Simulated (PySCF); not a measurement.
B3LYP has the VWN-RPA correlation part, as in Gaussian. Delta-SCF ions had no search for a lower state. Excitations are Tamm–Dancoff values on a coarser integration grid. The basis has no diffuse functions, so Rydberg states are missing or too high.

## CH₄OSi, SMILES `O=[SiH]C` (charge 0, multiplicity 1)

Method: B3LYP-D3(BJ)/def2-TZVP run with PySCF.

```
Property                                                              Value
-------------------------------------------  ------------------------------
HOMO                                                               -7.63 eV
dipole moment                                                        4.39 D
HOMO–LUMO gap                                                       5.91 eV
LUMO                                                               -1.72 eV
S1 excitation (TDA)                                                 4.38 eV
S1 oscillator strength                                                0.000
brightest of the four lowest singlets (TDA)                         6.27 eV
T1 excitation (TDA)                                                 4.02 eV
S1–T1 gap (TDA)                                                     0.35 eV
vertical ionisation energy (Delta-SCF)                             10.19 eV
total energy                                                   -405.3305 Ha
cost                                         around 50 core-seconds (rough)
```

Bonds (Å): C1–Si2 1.854, C1–H4 1.094, C1–H5 1.094, C1–H6 1.089, Si2–O3 1.521, Si2–H7 1.484. Angles (°): Si2–C1–H4 109.9, Si2–C1–H5 109.9, Si2–C1–H6 111.3, H4–C1–H5 107.0, H4–C1–H6 109.3, H5–C1–H6 109.3, C1–Si2–O3 126.4, C1–Si2–H7 111.3, O3–Si2–H7 122.3.
Charge 0, spin multiplicity 1.
